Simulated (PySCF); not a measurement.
Delta-SCF ions had no search for a lower state. Excitations are Tamm–Dancoff values on a coarser integration grid. The basis has no diffuse functions, so Rydberg states are missing or too high.

**C₅H₈, SMILES `C=CC1CC1` (C–C–C–C torsion 145°) (charge 0, multiplicity 1)**

Level of theory: TPSSh-D3(BJ)/def2-TZVP // B3LYP-D3(BJ)/def2-TZVP in PySCF.

```yaml
HOMO: -6.19 eV
dipole_moment: 0.62 D
LUMO: 0.01 eV
HOMO–LUMO gap: 6.20 eV
S1 excitation (TDA): 7.04 eV
S1 oscillator strength: 0.630
brightest of the four lowest singlets (TDA): 7.04 eV
T1 excitation (TDA): 4.27 eV
S1–T1 gap (TDA): 2.76 eV
vertical ionisation energy (Delta-SCF): 8.73 eV
total_energy: -195.3929 Ha
cost: around 9 core-minutes (rough)
```

```xyz
13

C      2.1787    -0.5486    -0.1788
C      0.9379    -0.5555     0.2973
C     -0.1355     0.3607    -0.1157
C     -1.5638    -0.1368    -0.1724
C     -1.1574     0.8230     0.9006
H      2.9220    -1.2530     0.1698
H      2.4924     0.1629    -0.9340
H      0.6655    -1.2873     1.0550
H      0.1465     1.0850    -0.8705
H     -2.1880     0.2230    -0.9789
H     -1.7409    -1.1676     0.1048
H     -1.5006     1.8465     0.8360
H     -1.0570     0.4476     1.9103
```
Charge 0, spin multiplicity 1.
